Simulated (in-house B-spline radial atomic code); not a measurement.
## Ionising Xe6+ with different functionals

Computed with a B-spline radial code for spherical atoms: non-relativistic Hamiltonian, point nucleus, spin-polarised at highest spin, spherical fractional occupations for the functionals, and exact exchange of hybrids averaged over the configuration. The ionisation energy is the difference of two self-consistent energies, [Kr] 4d10 5s2 → [Kr] 4d10 5s1, without Breit or QED terms; ε is the level of the shell that loses the electron (its least bound occupied spin orbital). There is no spin-orbit coupling in this Hamiltonian.

| method | rung | ΔSCF (eV) | -ε(5s) (eV) |
| --- | --- | --- | --- |
| PBE0 | global hybrid | 88.87 | 84.34 |
| B3LYP | global hybrid | 89.40 | 84.43 |
| TPSSh | global hybrid | 88.68 | 83.38 |
| M06-2X | global hybrid | 89.07 | 85.27 |
| BHandHLYP | global hybrid | 88.74 | 85.62 |
| r2SCAN0 | global hybrid | 88.34 | 84.40 |
| B97-1 | global hybrid | 89.21 | 84.10 |
| HSE06 | range-separated hybrid | 88.93 | 84.05 |
| wB97X | range-separated hybrid | 88.74 | 87.14 |
| CAM-B3LYP | range-separated hybrid | 89.36 | 86.18 |
| LC-wPBE | range-separated hybrid | 88.92 | 87.47 |

(1) Among the functionals, which spreads more, the ΔSCF values or the orbital energies?

(2) How do they compare with the NIST value?

Answers

(1) The orbital energies: ΔSCF values span about 1.06 eV and the orbital energies 4.08 eV.

(2) NIST lists 91.6 eV ± 0.5 (semi-empirical, ground level to ground level). Errors run from -3.26 to -2.20 eV. The correlated functionals all miss on the same side by more than they spread, so the cause is common to them (relativity, Breit-QED terms, or a listed next ion that isn't the cheapest removal here) and closeness doesn't rank the functionals.
